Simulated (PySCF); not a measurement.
C2H2F2, SMILES F/C=C/F. Atoms are numbered in the order given.

```xyz
6

F      0.1268    -1.7698     0.0000
C     -0.3959    -0.5364     0.0000
C      0.3959     0.5364     0.0000
F     -0.1268     1.7698     0.0000
H     -1.4875    -0.5009     0.0000
H      1.4875     0.5009     0.0000
```
Charge 0, spin multiplicity 1.

Coordinates come from a TPSSh-D3(BJ)/def2-SVP optimisation.

Method: PBE/pcJ-1 in PySCF.

Isotropic couplings with Fermi-contact, spin-dipole and both spin-orbit terms, one fixed conformer, no vibrational averaging. Isotopes: 13C, 19F, 1H.

```tsv
pair	bonds apart	J (Hz)
F1–C2	1	-351.9
C2–C3	1	111.0
C2–H5	1	___
C3–F4	1	-351.9
C3–H6	1	___
F1–C3	2	___
F1–H5	2	___
C2–F4	2	___
C2–H6	2	___
C3–H5	2	___
F4–H6	2	___
F1–F4	3	-209.7
F1–H6	3	3.6
F4–H5	3	3.6
H5–H6	3	9.8
```

Q: Complete the blanks. (An estimate is asked for; the answer gives what the named calculation found.)

A: 
- C2–H5, J (Hz): 190.2
- C3–H6, J (Hz): 190.2
- F1–C3, J (Hz): 35.5
- F1–H5, J (Hz): 72.0
- C2–F4, J (Hz): 35.5
- C2–H6, J (Hz): 8.0
- C3–H5, J (Hz): 8.0
- F4–H6, J (Hz): 72.0
